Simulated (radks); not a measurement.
Values are calculated unless marked as measured or tabulated.
Task: Ionisation of B3+, [He], to B4+, 1s1, under several functionals. Scalar-relativistic Kohn-Sham, spin-polarised, spherical densities, finite nucleus; open shells are filled with parallel spins first; a radial shooting solver on a logarithmic mesh with Libxc functionals. Known Delta-SCF values: XLYP 259.72 eV; exchange-only r2SCAN 258.33 eV; r2SCAN 259.48 eV. What does LDA (Slater exchange, Perdew-Zunger correlation) give, and what is its highest occupied eigenvalue?

Result: 256.45 eV by Delta-SCF; the 1s eigenvalue is -229.19 eV. NIST: 259.37 eV (theoretical).
